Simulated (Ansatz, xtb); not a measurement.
**Relative energy of two isomers of Al2Cl2F2H2O2**

Structure X: `[F][Al-]1([F])[OH+][Al-]([Cl])([Cl])[OH+]1`, a singlet. Structure Y: `[F][Al@-]1([Cl])[OH+][Al@@-]([F])([Cl])[OH+]1`, a singlet. Both are isolated molecules in the gas phase, relaxed with PBE0-D4/def2-SVP.

X (Å):

```xyz
10

Al   -2.4442   -1.2404   -2.6780
Al   -0.0050    0.0378   -2.1649
Cl    0.1008    2.1265   -2.0295
Cl    1.7529   -1.0737   -1.9078
F    -3.8382   -0.3691   -2.8832
F    -2.5374   -2.8910   -2.7851
O    -1.4598   -0.6310   -1.2556
O    -0.9977   -0.5758   -3.5890
H    -1.7379   -0.4491   -0.3539
H    -0.7089   -0.7532   -4.4882
```

Y (Å):

```tsv
atom	x (Å)	y (Å)	z (Å)
Al	-2.3488	-1.3845	-2.3469
Al	-0.1414	0.3377	-2.5064
Cl	-2.1605	-3.3839	-1.7641
Cl	1.7988	-0.2948	-2.0503
F	-3.8674	-0.8284	-2.7198
F	-0.3493	1.9165	-2.9740
O	-1.4076	-0.2103	-1.2949
O	-1.0846	-0.8341	-3.5593
H	-1.5078	0.0043	-0.3640
H	-0.9394	-1.1045	-4.4695
```

Which of the two would you expect CCSD(T)/def2-SVP + ΔMP2/def2-TZVPP electronic energies to favour?

CCSD(T)/def2-SVP + ΔMP2/def2-TZVPP gives E(Y) − E(X) = +0.91 kJ/mol, slightly favouring structure X, which is too small a margin to settle the true order.

Level by level:

```csv
level,geometry,E(Y) − E(X) (kJ/mol),departure from the last row (kJ/mol),"job, with rough time for the two"
PBE0-D4/def2-SVP,PBE0-D4/def2-SVP,−1.06,−1.97,"optimisation, 1.9 min"
HF/def2-SVP,PBE0-D4/def2-SVP,−1.38,−2.30,part of the CCSD(T) run
MP2/def2-SVP,PBE0-D4/def2-SVP,−0.41,−1.32,part of the CCSD(T) run
CCSD(T)/def2-SVP,PBE0-D4/def2-SVP,−0.57,−1.48,single point
CCSD(T)/def2-SVP + ΔMP2/def2-TZVPP,PBE0-D4/def2-SVP,+0.91,,"single point, 1.7 min"
```

As drawn, both hold the same kinds of bond in the same numbers.

The largest departure from CCSD(T)/def2-SVP + ΔMP2/def2-TZVPP is that of HF/def2-SVP, 2.30 kJ/mol. Levels run at GFN2-xTB geometries aren't shown. The last row adds to CCSD(T) the change of the MP2 difference between the two basis sets, here +1.48 kJ/mol.

With thermal terms from frequencies at re-optimised GFN2-xTB minima (ideal gas, soft modes damped towards free rotors, one conformer each, 298.15 K, 1 atm): the zero-point term adds −0.15 kJ/mol; ΔH is +0.74 and ΔG +0.98 kJ/mol.

The correlated steps freeze 24 core orbitals. Mirror images aren't counted in ΔG. Codes used: Ansatz 0.2.0, xtb 6.7.1; the last row on 2 threads of Intel(R) Xeon(R) Platinum 8488C (Sapphire Rapids) on a shared host.
